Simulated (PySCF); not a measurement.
```xyz
4
charge 0 multiplicity 2, angstrom
Ti    0.0000    0.0000    0.0000
Cl    2.1903    0.0000    0.0000
Cl   -1.0951    1.8968    0.0000
Cl   -1.0951   -1.8968    0.0000
```

All numbers come from UPBE0 in PySCF with Ti def2-TZVP, Cl def2-TZVP; no relativity; density-fitted integrals.

This geometry of TiCl3 is a stationary point at this level.

(1) What is the point group?

(2) Is it a minimum?

(3) Which band is strongest in the infrared?

(4) What is the atomisation energy, with and without zero-point energy?

Answers

(1) D3h.

(2) Yes: all harmonic wavenumbers are real.

(3) 505 cm⁻¹ (e'), 345 km/mol.

(4) 1365 kJ/mol without, 1355 kJ/mol with.

This need not be the most stable arrangement of these atoms. Open d and f shells are described by one determinant, and the ground state may have another occupation or spin.
